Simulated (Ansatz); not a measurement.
`[SiH3]/C=C/[SiH2]Cl`, relaxed with RKS PBE-D4/def2-SVP in Ansatz 0.2.0 from a rough embedded geometry. The force threshold is 0.03 eV/Å; the program also tests the step.

Total charge 0; spin multiplicity 1.

Start:

```xyz
12

Si    2.152   -0.619   -0.310
C     0.380   -0.485   -0.307
C    -0.330    0.393    0.426
Si   -2.249    0.518    0.380
Cl   -2.543    2.127   -0.792
H     2.634   -1.926    0.155
H     2.770    0.447    0.544
H     2.685   -0.400   -1.737
H    -0.080   -1.244   -1.000
H     0.116    1.084    1.055
H    -2.688    0.808    1.774
H    -2.847   -0.702   -0.188
```

```
step  energy (eV)  largest force (eV/Å)  largest move (Å)
   1  -30439.3091                 3.107             0.000
   2  -30439.6697                 1.320             0.195
   3  -30439.7286                 0.735             0.118
   4  -30439.7552                 0.155             0.126
   5  -30439.7613                 0.033             0.068
   6  -30439.7626                 0.020             0.049
   7  -30439.7634                 0.045             0.082
   8  -30439.7636                 0.027             0.006
```

End:

```xyz
12

Si    2.240   -0.645   -0.310
C     0.360   -0.511   -0.285
C    -0.331    0.466    0.352
Si   -2.202    0.544    0.358
Cl   -2.846    2.303   -0.574
H     2.676   -1.975    0.248
H     2.827    0.467    0.515
H     2.753   -0.552   -1.724
H    -0.212   -1.287   -0.835
H     0.225    1.255    0.896
H    -2.745    0.569    1.760
H    -2.745   -0.633   -0.400
```

Run time 9.5 s (4 threads of an Arm Neoverse V2 on a shared host); peak host memory 0.16 GiB.
